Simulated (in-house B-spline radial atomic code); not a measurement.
Ionising Ni8+ with different functionals

Computed with an all-electron radial atomic-structure program (B-spline basis): non-relativistic Hamiltonian, point nucleus, spin-polarised at highest spin, spherical fractional occupations for the functionals, and exact exchange of hybrids averaged over the configuration. The ionisation energy is the difference of two self-consistent energies, [Ar] 3d2 → [Ar] 3d1, without Breit or QED terms; ε is the level of the shell that loses the electron (its least bound occupied spin orbital).

```json
{"method": "PBE0", "rung": "global hybrid", "ΔSCF (eV)": "193.38", "-ε(3d) (eV)": "182.31"}
{"method": "B3LYP", "rung": "global hybrid", "ΔSCF (eV)": "193.53", "-ε(3d) (eV)": "181.59"}
{"method": "TPSSh", "rung": "global hybrid", "ΔSCF (eV)": "193.16", "-ε(3d) (eV)": "179.60"}
{"method": "M06-2X", "rung": "global hybrid", "ΔSCF (eV)": "193.34", "-ε(3d) (eV)": "187.12"}
{"method": "BHandHLYP", "rung": "global hybrid", "ΔSCF (eV)": "193.33", "-ε(3d) (eV)": "186.46"}
{"method": "r2SCAN0", "rung": "global hybrid", "ΔSCF (eV)": "?", "-ε(3d) (eV)": "?"}
{"method": "B97-1", "rung": "global hybrid", "ΔSCF (eV)": "193.38", "-ε(3d) (eV)": "181.62"}
{"method": "HSE06", "rung": "range-separated hybrid", "ΔSCF (eV)": "193.29", "-ε(3d) (eV)": "181.80"}
{"method": "wB97X", "rung": "range-separated hybrid", "ΔSCF (eV)": "193.08", "-ε(3d) (eV)": "184.19"}
{"method": "CAM-B3LYP", "rung": "range-separated hybrid", "ΔSCF (eV)": "193.47", "-ε(3d) (eV)": "183.61"}
{"method": "LC-wPBE", "rung": "range-separated hybrid", "ΔSCF (eV)": "?", "-ε(3d) (eV)": "?"}
```

Question: What does r2SCAN0 give?

Answer: ΔSCF 193.27 eV, and -ε(3d) = 182.37 eV.

Question: What does LC-wPBE give?

Answer: ΔSCF 193.36 eV, and -ε(3d) = 183.86 eV.

Question: Among the functionals, which spreads more, the ΔSCF values or the orbital energies?

Answer: The orbital energies: ΔSCF values span about 0.45 eV and the orbital energies 7.53 eV; here energy differences depend much less on the functional than eigenvalues do.

Question: How do they compare with the NIST value?

Answer: NIST lists 193.2 eV ± 0.5 (semi-empirical, ground level to ground level). Errors run from -0.12 to +0.33 eV; all lie within about twice that uncertainty, so the table can't rank the methods.
